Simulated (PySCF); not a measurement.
PySCF input for WBr4, SMILES [Br][W]([Br])([Br])[Br] (connectivity only; charge and spin as stated), neutral, multiplicity 3, TDA-PBE/def2-SVPD. Geometry: B3LYP-D3(BJ)/def2-SVP. The spin state was assumed, not searched. The def2 effective core potentials stand for the cores of W; spin–orbit coupling is left out.

```python
import numpy as np
from pyscf import gto, scf, dft, tdscf

mol = gto.M(
    atom='''
    W    -0.00000000    0.00000000    0.00000000
    Br    1.39668233    1.39668233   -1.39668233
    Br   -1.39668232    1.39668232    1.39668232
    Br   -1.39668233   -1.39668233   -1.39668232
    Br    1.39668233   -1.39668232    1.39668233
    ''',
    basis='def2-SVPD',
    ecp={'W': 'def2-svp'},
    charge=0,
    spin=2,
    max_memory=1600,
    verbose=4,
)
mf = dft.UKS(mol, xc='pbe').density_fit(auxbasis='def2-universal-jkfit')
mf.grids.level = 3
mf.conv_tol = 1e-9
mf.max_cycle = 100
mf.kernel()
fine, coarse = mf.grids, dft.Grids(mol).set(level=1).build(with_non0tab=True)
for _ in range(3):  # follow internal instabilities
    mf.grids = coarse
    mo, _, stable, _ = mf.stability(return_status=True, nroots=4)
    mf.grids = fine
    if stable:
        break
    mf.kernel(mf.make_rdm1(mo, mf.mo_occ))
mf.grids = dft.Grids(mol).set(level=1).build(with_non0tab=True)  # coarser grid for the response kernel
td = tdscf.TDA(mf)
td.nstates = 10
td.conv_tol = 1e-4
td.positive_eig_threshold = 1e-6
td.kernel(x0=td.get_init_guess(mf, 15))
td.analyze(verbose=3)
```

Output:

```
PySCF version 2.14.0

[INPUT] verbose = 4
[INPUT] num. atoms = 5
[INPUT] num. electrons = 154
[INPUT] charge = 0
[INPUT] spin (= nelec alpha-beta = 2S) = 2
[INPUT] symmetry False subgroup None
[INPUT] Mole.unit = angstrom
[INPUT] Symbol           X                Y                Z      unit          X                Y                Z       unit  Magmom
[INPUT]  1 W      0.000000000000   0.000000000000   0.000000000000 AA    0.000000000000   0.000000000000   0.000000000000 Bohr   0.0
[INPUT]  2 Br     1.396682330000   1.396682330000  -1.396682330000 AA    2.639347086719   2.639347086719  -2.639347086719 Bohr   0.0
[INPUT]  3 Br    -1.396682320000   1.396682320000   1.396682320000 AA   -2.639347067822   2.639347067822   2.639347067822 Bohr   0.0
[INPUT]  4 Br    -1.396682330000  -1.396682330000  -1.396682320000 AA   -2.639347086719  -2.639347086719  -2.639347067822 Bohr   0.0
[INPUT]  5 Br     1.396682330000  -1.396682320000   1.396682330000 AA    2.639347086719  -2.639347067822   2.639347086719 Bohr   0.0

nuclear repulsion = 1413.31315550353
number of shells = 73
number of NR pGTOs = 392
number of NR cGTOs = 199
basis = def2-SVPD
ecp = {'W': 'def2-svp'}


[settings echo left out]
init E= -10344.8720119497
  alpha nocc = 78  HOMO = -0.366021196573237  LUMO = -0.330405761487075
  beta  nocc = 76  HOMO = -0.473149137601199  LUMO = -0.366021196596499

WARN: HOMO -0.366021196573237 >= LUMO -0.366021196596499

cycle= 1 E= -10361.0457483337  delta_E= -16.2  |g|= 0.465  |ddm|= 5.79
  alpha nocc = 78  HOMO = -0.0405051075333833  LUMO = -0.000992601613022726
  beta  nocc = 76  HOMO = -0.238489274564642  LUMO = -0.00180983012249226
  HOMO = -0.0405051075334  LUMO = -0.00180983012249  gap/eV = 1.05295
cycle= 2 E= -10360.3037190793  delta_E= 0.742  |g|= 1.13  |ddm|= 1.76
  alpha nocc = 78  HOMO = -0.20174755872828  LUMO = -0.141919694310065
  beta  nocc = 76  HOMO = -0.266727760246791  LUMO = -0.1634805600027
  HOMO = -0.201747558728  LUMO = -0.163480560003  gap/eV = 1.04130
cycle= 3 E= -10361.0735445451  delta_E= -0.77  |g|= 0.404  |ddm|= 1.57
  alpha nocc = 78  HOMO = -0.197260027873626  LUMO = -0.135787973776458
  beta  nocc = 76  HOMO = -0.283045663733016  LUMO = -0.154720825434859
  HOMO = -0.197260027874  LUMO = -0.154720825435  gap/eV = 1.15755
cycle= 4 E= -10361.1573662355  delta_E= -0.0838  |g|= 0.085  |ddm|= 0.345
  alpha nocc = 78  HOMO = -0.192807524486702  LUMO = -0.129323292559107
  beta  nocc = 76  HOMO = -0.280134066953501  LUMO = -0.146560052204787
  HOMO = -0.192807524487  LUMO = -0.146560052205  gap/eV = 1.25846
cycle= 5 E= -10361.1613627496  delta_E= -0.004  |g|= 0.0279  |ddm|= 0.0895
  alpha nocc = 78  HOMO = -0.193828779249111  LUMO = -0.129597126584512
  beta  nocc = 76  HOMO = -0.282246430085166  LUMO = -0.146350796384735
  HOMO = -0.193828779249  LUMO = -0.146350796385  gap/eV = 1.29194
cycle= 6 E= -10361.1616083302  delta_E= -0.000246  |g|= 0.00236  |ddm|= 0.0301
  alpha nocc = 78  HOMO = -0.193499069611232  LUMO = -0.129082076744442
  beta  nocc = 76  HOMO = -0.281923316616316  LUMO = -0.145802904614181
  HOMO = -0.193499069611  LUMO = -0.145802904614  gap/eV = 1.29788
cycle= 7 E= -10361.1616114748  delta_E= -3.14e-06  |g|= 0.000917  |ddm|= 0.00546
  alpha nocc = 78  HOMO = -0.193679067913769  LUMO = -0.129072116713639
  beta  nocc = 76  HOMO = -0.282001900119619  LUMO = -0.145800587070664
  HOMO = -0.193679067914  LUMO = -0.145800587071  gap/eV = 1.30284
cycle= 8 E= -10361.1616123031  delta_E= -8.28e-07  |g|= 0.000133  |ddm|= 0.00289
  alpha nocc = 78  HOMO = -0.193700753730965  LUMO = -0.129074639759832
  beta  nocc = 76  HOMO = -0.282011224489925  LUMO = -0.145811428949562
  HOMO = -0.193700753731  LUMO = -0.14581142895  gap/eV = 1.30313
cycle= 9 E= -10361.1616123183  delta_E= -1.52e-08  |g|= 3.95e-05  |ddm|= 0.000413
  alpha nocc = 78  HOMO = -0.193696844710708  LUMO = -0.129070886716454
  beta  nocc = 76  HOMO = -0.282010674730272  LUMO = -0.145807933253164
  HOMO = -0.193696844711  LUMO = -0.145807933253  gap/eV = 1.30312
cycle= 10 E= -10361.1616123192  delta_E= -9.02e-10  |g|= 1.15e-06  |ddm|= 4.96e-05
  alpha nocc = 78  HOMO = -0.193697362809319  LUMO = -0.12907141995198
  beta  nocc = 76  HOMO = -0.282011057562177  LUMO = -0.145808587642181
  HOMO = -0.193697362809  LUMO = -0.145808587642  gap/eV = 1.30312
Extra cycle  E= -10361.1616123192  delta_E= 1.64e-11  |g|= 2.21e-06  |ddm|= 6.77e-06
converged SCF energy = -10361.1616123192  <S^2> = 2.010237  2S+1 = 3.0068169
tot grids = 38264
uhf_internal: lowest eigs of H = [0.70859411 0.71310354 0.71360139 0.71696048]
<class 'pyscf.df.df_jk.DFUKS'> wavefunction is stable in the internal stability analysis
tot grids = 38264
Overwritten attributes  positive_eig_threshold  of <class 'pyscf.tdscf.uks.TDA'>


******** <class 'pyscf.tdscf.uks.TDA'> for <class 'pyscf.df.df_jk.DFUKS'> ********
nstates = 10
deg_eia_thresh = 1.000e-03
wfnsym = None
conv_tol = 0.0001
eigh lindep = 1e-12
eigh level_shift = 0
eigh max_cycle = 100


Excitation energies (eV)
[1.13572777 1.1357278  1.13572785 1.35518065 1.35518072 1.35518076
 3.63646701 3.6364672  3.63646762 3.66929834]

** Excitation energies and oscillator strengths **
Excited State   1:      1.13573 eV   1091.67 nm  f=0.0000
Excited State   2:      1.13573 eV   1091.67 nm  f=0.0000
Excited State   3:      1.13573 eV   1091.67 nm  f=0.0000
Excited State   4:      1.35518 eV    914.89 nm  f=0.0095
Excited State   5:      1.35518 eV    914.89 nm  f=0.0095
Excited State   6:      1.35518 eV    914.89 nm  f=0.0095
Excited State   7:      3.63647 eV    340.95 nm  f=0.0009
Excited State   8:      3.63647 eV    340.95 nm  f=0.0009
Excited State   9:      3.63647 eV    340.95 nm  f=0.0009
Excited State  10:      3.66930 eV    337.90 nm  f=0.0000
```

The run converged.
